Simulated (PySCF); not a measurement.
H7B3N3, charge +2, quartet, geometry from GFN2-xTB of the parent state (a state made from the parent by changing its charge; the spin is typed, not shown lowest); SVWN5/6-31G (PySCF).

PySCF was given this input:
```python
from pyscf import gto, scf, dft

mol = gto.M(
    atom='''
B     0.86251219   -1.19327684    0.20470020
N     1.39506126    0.13710217    0.26582380
B     0.66986180    1.29721651    0.08876115
N    -0.82466883    1.14092094   -0.19571883
B    -1.41304089   -0.26903579   -0.26514000
N    -0.54097915   -1.31871608   -0.06312431
H     1.53770716   -2.12740221    0.36494437
H     2.38574493    0.21228932    0.45529505
H     1.11296446    2.37378670    0.14057704
H    -1.03809559    1.62294398   -1.07286357
H    -1.34412975    1.67284054    0.50748952
H    -2.55236918   -0.38238491   -0.48219127
H    -0.90438046   -2.26174200   -0.10372250
''',
    basis='6-31g',
    charge=2,
    spin=3,
    verbose=4,
)

mf = dft.UKS(mol)
mf.xc = 'lda,vwn'
mf.kernel()
mf.analyze()
```

What the program printed (banner, timings and long lists left out):

```
PySCF version 2.14.0

[INPUT] verbose = 4
[INPUT] num. atoms = 13
[INPUT] num. electrons = 41
[INPUT] charge = 2
[INPUT] spin (= nelec alpha-beta = 2S) = 3
[INPUT] symmetry False subgroup None
[INPUT] Mole.unit = angstrom
[INPUT] Symbol           X                Y                Z      unit          X                Y                Z       unit  Magmom
[...]
nuclear repulsion = 206.997564516937
number of shells = 44
number of NR pGTOs = 160
number of NR cGTOs = 68
basis = 6-31g
ecp = {}

******** <class 'pyscf.dft.uks.UKS'> ********
method = UKS
initial guess = minao
damping factor = 0
level_shift factor = 0
DIIS = <class 'pyscf.scf.diis.CDIIS'>
diis_start_cycle = 1
diis_space = 8
diis_damp = 0
SCF conv_tol = 1e-09
SCF conv_tol_grad = None
SCF max_cycles = 50
direct_scf = True
direct_scf_tol = 1e-13
number electrons alpha = 22  beta = 19
XC library pyscf.dft.libxc version 7.1.2
    S. Lehtola, C. Steigemann, M. J. T. Oliveira, and M. A. L. Marques,  SoftwareX 7, 1–5 (2018)
XC functionals = lda,vwn
    P. A. M. Dirac,  Math. Proc. Cambridge Philos. Soc. 26, 376 (1930)
    F. Bloch,  Z. Phys. 57, 545 (1929)
    S. H. Vosko, L. Wilk, and M. Nusair,  Can. J. Phys. 58, 1200 (1980)
radial grids:
    Treutler-Ahlrichs [JCP 102, 346 (1995); DOI:10.1063/1.469408] (M4) radial grids

becke partition: Becke, JCP 88, 2547 (1988); DOI:10.1063/1.454033
pruning grids: <function nwchem_prune>
grids dens level: 3
symmetrized grids: False
atomic radii adjust function: <function treutler_atomic_radii_adjust>
small_rho_cutoff = 0
Set gradient conv threshold to 3.16228e-05
tot grids = 152504
init E= -241.542297179489

cycle= 1 E= -239.86346435514  delta_E= 1.68  |g|=  0.2  |ddm|= 2.55

cycle= 2 E= -239.54951603979  delta_E= 0.314  |g|= 0.576  |ddm|= 1.17

cycle= 3 E= -239.831052851434  delta_E= -0.282  |g|= 0.242  |ddm|= 0.625

cycle= 4 E= -239.876190566562  delta_E= -0.0451  |g|= 0.161  |ddm|= 0.783

cycle= 5 E= -239.859231033888  delta_E= 0.017  |g|= 0.197  |ddm|= 0.775

cycle= 6 E= -239.864388585793  delta_E= -0.00516  |g|= 0.184  |ddm|= 0.0395

cycle= 7 E= -239.871087557787  delta_E= -0.0067  |g|= 0.178  |ddm|= 0.263

cycle= 8 E= -239.875396011962  delta_E= -0.00431  |g|= 0.188  |ddm|= 0.774

cycle= 9 E= -239.880401538538  delta_E= -0.00501  |g|= 0.156  |ddm|= 0.598

cycle= 10 E= -239.885857909951  delta_E= -0.00546  |g|= 0.139  |ddm|= 0.383

cycle= 11 E= -239.90055510749  delta_E= -0.0147  |g|= 0.0991  |ddm|= 0.262

cycle= 12 E= -239.897998999963  delta_E= 0.00256  |g|= 0.103  |ddm|= 0.756

cycle= 13 E= -239.898916542236  delta_E= -0.000918  |g|= 0.106  |ddm|= 0.176

cycle= 14 E= -239.896642343081  delta_E= 0.00227  |g|= 0.113  |ddm|= 0.0321

cycle= 15 E= -239.89504961959  delta_E= 0.00159  |g|= 0.117  |ddm|= 0.0412

cycle= 16 E= -239.892462709915  delta_E= 0.00259  |g|= 0.129  |ddm|= 0.106

cycle= 17 E= -239.88839828347  delta_E= 0.00406  |g|= 0.14  |ddm|= 0.685

cycle= 18 E= -239.885442829304  delta_E= 0.00296  |g|= 0.153  |ddm|= 0.301

cycle= 19 E= -239.87870937252  delta_E= 0.00673  |g|= 0.173  |ddm|= 0.0979

cycle= 20 E= -239.894137026941  delta_E= -0.0154  |g|= 0.127  |ddm|= 0.108

cycle= 21 E= -239.87313269634  delta_E= 0.021  |g|= 0.182  |ddm|= 0.774

cycle= 22 E= -239.895509025775  delta_E= -0.0224  |g|= 0.116  |ddm|= 0.256

cycle= 23 E= -239.884446001534  delta_E= 0.0111  |g|= 0.142  |ddm|= 0.606

cycle= 24 E= -239.886958357878  delta_E= -0.00251  |g|= 0.147  |ddm|= 0.409

cycle= 25 E= -239.8886973812  delta_E= -0.00174  |g|= 0.144  |ddm|= 0.063

cycle= 26 E= -239.886078826751  delta_E= 0.00262  |g|= 0.141  |ddm|= 0.199

cycle= 27 E= -239.885240616319  delta_E= 0.000838  |g|= 0.14  |ddm|= 0.77

cycle= 28 E= -239.894709457256  delta_E= -0.00947  |g|= 0.11  |ddm|= 0.128

cycle= 29 E= -239.891651473298  delta_E= 0.00306  |g|= 0.131  |ddm|= 0.352

cycle= 30 E= -239.890262657332  delta_E= 0.00139  |g|= 0.134  |ddm|= 0.0547

cycle= 31 E= -239.875348807258  delta_E= 0.0149  |g|= 0.166  |ddm|= 0.617

[...]
SCF not converged.
Total Energy =                        -239.876795559892855
[...]
spin_pop of  0 B 3s        0.00069
spin_pop of  0 B 2px       0.13463
spin_pop of  0 B 2py       0.15895
spin_pop of  0 B 2pz       0.34180
spin_pop of  0 B 3px       0.00183
spin_pop of  0 B 3py       0.00227
spin_pop of  0 B 3pz       0.00070
spin_pop of  1 N 1s       -0.00001
spin_pop of  1 N 2s        0.00703
spin_pop of  1 N 3s        0.00002
spin_pop of  1 N 2px       0.02953
spin_pop of  1 N 2py       0.02988
spin_pop of  1 N 2pz       0.38904
spin_pop of  1 N 3px       0.00021
spin_pop of  1 N 3py       0.00024
spin_pop of  1 N 3pz       0.00030
spin_pop of  2 B 1s       -0.00002
spin_pop of  2 B 2s        0.00603
spin_pop of  2 B 3s        0.00026
spin_pop of  2 B 2px       0.03163
spin_pop of  2 B 2py       0.01221
spin_pop of  2 B 2pz       0.38567
spin_pop of  2 B 3px       0.00066
spin_pop of  2 B 3py       0.00104
spin_pop of  2 B 3pz       0.00134
spin_pop of  3 N 1s       -0.00000
spin_pop of  3 N 2s       -0.00308
spin_pop of  3 N 3s        0.00002
spin_pop of  3 N 2px       0.00631
spin_pop of  3 N 2py      -0.00622
spin_pop of  3 N 2pz       0.00511
spin_pop of  3 N 3px       0.00016
spin_pop of  3 N 3py       0.00017
spin_pop of  3 N 3pz       0.00003
spin_pop of  4 B 1s       -0.00001
spin_pop of  4 B 2s        0.01287
spin_pop of  4 B 3s        0.00029
spin_pop of  4 B 2px       0.10740
spin_pop of  4 B 2py       0.00739
spin_pop of  4 B 2pz       0.36187
spin_pop of  4 B 3px       0.00187
spin_pop of  4 B 3py       0.00033
spin_pop of  4 B 3pz       0.00138
spin_pop of  5 N 1s       -0.00001
spin_pop of  5 N 2s        0.00640
spin_pop of  5 N 3s        0.00001
spin_pop of  5 N 2px       0.07270
spin_pop of  5 N 2py       0.01807
spin_pop of  5 N 2pz       0.41142
spin_pop of  5 N 3px       0.00024
spin_pop of  5 N 3py       0.00011
spin_pop of  5 N 3pz       0.00034
spin_pop of  6 H 1s        0.28755
spin_pop of  6 H 2s        0.00522
spin_pop of  7 H 1s       -0.00338
spin_pop of  7 H 2s       -0.00003
spin_pop of  8 H 1s       -0.00002
spin_pop of  8 H 2s        0.00164
spin_pop of  9 H 1s        0.02307
spin_pop of  9 H 2s        0.00024
spin_pop of  10 H 1s        0.02306
spin_pop of  10 H 2s        0.00024
spin_pop of  11 H 1s        0.08017
spin_pop of  11 H 2s        0.00246
spin_pop of  12 H 1s       -0.00941
spin_pop of  12 H 2s        0.00000
 ** Mulliken Spin Density (per atom)  **
spin density of  0 B =      0.68895
spin density of  1 N =      0.45624
spin density of  2 B =      0.43882
spin density of  3 N =      0.00250
spin density of  4 B =      0.49338
spin density of  5 N =      0.50930
spin density of  6 H =      0.29277
spin density of  7 H =     -0.00341
spin density of  8 H =      0.00162
spin density of  9 H =      0.02330
spin density of  10 H =      0.02330
spin density of  11 H =      0.08263
spin density of  12 H =     -0.00941
 ** Mulliken pop alpha/beta on meta-lowdin orthogonal AOs **
 ** Mulliken pop       alpha | beta **
In total            22.00000 | 19.00000
 ** Mulliken atomic charges   ( Nelec_alpha | Nelec_beta ) **
charge of  0B =      0.18065  (     2.75415      2.06520 )
charge of  1N =     -0.03067  (     3.74345      3.28721 )
charge of  2B =     -0.02074  (     2.72978      2.29096 )
charge of  3N =     -0.25985  (     3.63117      3.62868 )
charge of  4B =      0.08832  (     2.70253      2.20915 )
charge of  5N =      0.03859  (     3.73535      3.22606 )
charge of  6H =      0.37341  (     0.45968      0.16691 )
charge of  7H =      0.35098  (     0.32281      0.32622 )
charge of  8H =      0.09018  (     0.45572      0.45410 )
charge of  9H =      0.33450  (     0.34440      0.32110 )
charge of  10H =      0.33450  (     0.34440      0.32110 )
charge of  11H =      0.17830  (     0.45216      0.36953 )
charge of  12H =      0.34181  (     0.32439      0.33380 )

WARN: System has nonzero charge 2; the dipole moment is origin-dependent.
Location of origin: [0. 0. 0.]

Dipole moment(X, Y, Z, Debye):  0.82029, -4.69617,  0.30710
```

The run did not converge; its last values are not results.
